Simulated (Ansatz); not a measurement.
`F[SiH2]C[SiH3]` + CH₃OH → `CO[SiH2]C[SiH3]` + H–F  (ligand exchange at the Si–F bond)

Computed with Ansatz on PBE0-D4/def2-TZVP structures; ΔE is electronic, products minus reactants. CBS: MP2 limit from def2 TZ/QZ plus the TZ coupled-cluster correction, frozen cores. This one scheme is used for every species. DFT in def2-TZVPP. Each species was taken in one conformer, which may not be the lowest.

| level | ΔE (kcal/mol) |
| --- | --- |
| PBE-D4 | 9.6 |
| PBE0-D4 | 9.4 |
| PBE | 10.8 |
| SCS-MP2/def2-TZVPP | 9.7 |
| CCSD(T)/def2-TZVPP | 9.2 |
| HF/def2-QZVPP | 12.7 |
| SCS-MP2/def2-QZVPP | 9.7 |
| HF/CBS(def2) | 12.7 |

Question: What does CCSD(T)/CBS give? (An estimate is asked.)

Answer: Ansatz gave: +9.3 kcal/mol. The listed levels differ from it by 0.3, 0.1, 1.5, 0.4, -0.1, 3.4, 0.4, 3.4 kcal/mol.

Largest T1 diagnostic among the species: 0.011.

The D4 term adds −1.9 kcal/mol with B3LYP and −1.1 kcal/mol with PBE0; it sums over pairs of atoms, weighted by their polarisabilities, and B3LYP, whose exchange is more repulsive, gets the larger term. In def2-TZVPP, CCSD(T) changes the Hartree–Fock value by −3.2 kcal/mol (the triples alone add −0.5 kcal/mol) and MP2 by −3.8 kcal/mol.

B3LYP here is the variant with VWN-RPA as its local correlation; programs differ in this.
